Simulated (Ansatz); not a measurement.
CH6AlFO2Si, SMILES `C[Si](O)(F)[AlH][OH]`, relaxed with RKS PBE0-D4/def2-TZVP in Ansatz from a PBE-D4/def2-SVP geometry. The force threshold is 0.005 eV/Å; the program also tests the step.

Charge 0, multiplicity 1.

Start:

```xyz
12

C    -0.833    1.249    1.293
Si    0.299    0.406    0.046
O     1.834    0.159    0.693
F     0.425    1.469   -1.223
Al   -0.306   -1.794   -0.887
O     0.086   -2.163   -2.526
H    -1.837    1.435    0.859
H    -0.416    2.231    1.601
H    -0.960    0.625    2.201
H     2.219    0.908    1.185
H    -1.043   -2.991   -0.127
H     0.532   -1.534   -3.116
```

Question: By how much does the energy fall, and how many steps does the optimiser take? (Estimate.)

Answer: Computed: 8.72 kJ/mol, in 20 steps, 1 of them rejected.

Question: Which bonds change most? (Best estimate.)

Answer: The calculation gave: Si2–F4 from 1.660 to 1.617 Å; Si2–O3 from 1.684 to 1.648 Å; Al5–O6 from 1.725 to 1.698 Å; C1–Si2 from 1.883 to 1.863 Å.

Question: Give the relaxed structure. (Estimate.)

Answer: Computed: 
```xyz
12

C    -0.835    1.244    1.206
Si    0.361    0.384    0.065
O     1.814    0.158    0.809
F     0.575    1.404   -1.172
Al   -0.237   -1.829   -0.859
O    -0.079   -2.072   -2.533
H    -1.785    1.440    0.703
H    -0.431    2.206    1.538
H    -1.037    0.634    2.090
H     2.195    0.884    1.307
H    -0.773   -3.068   -0.034
H     0.232   -1.386   -3.121
```
